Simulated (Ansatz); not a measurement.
```yaml
crystal:
  periodic: [false, false, false]
  atoms:
    - {symbol: C, position_ang: [-0.602601, -1.061857, 0.895966]}
    - {symbol: Sn, position_ang: [0.438610, 0.058737, -0.544949]}
    - {symbol: F, position_ang: [2.312765, -0.239504, -0.442144]}
    - {symbol: F, position_ang: [-0.018017, -0.476055, -2.310578]}
    - {symbol: C, position_ang: [0.224906, 2.144577, -0.542460]}
    - {symbol: N, position_ang: [0.056494, 3.281912, -0.476534]}
    - {symbol: H, position_ang: [-1.670182, -0.878731, 0.784736]}
    - {symbol: H, position_ang: [-0.270450, -0.759882, 1.888006]}
    - {symbol: H, position_ang: [-0.382925, -2.115496, 0.730755]}
basis:
  gaussian: {orbitals: ANO-RCC-VTZP, fitting: {mean_field: def2-universal-jkfit}, nuclear_model: gaussian}
hamiltonian: {xc: {name: BLYP}, dispersion: d4}
kpoints: {mp_grid: {grid: [2, 2, 2]}}
output: {forces: true}
```

```sh
$ ansatz run in.yaml --threads 2 --pin off --events-out ev --progress --plain --max-ram 20480MiB --backend cpu
```

Problem. How does Ansatz answer? (Best estimate.)

Solution. Computed: The program refused the input.
```
Error: invalid value for `basis.gaussian`: such a run doesn't read kpoints; remove what it names
```
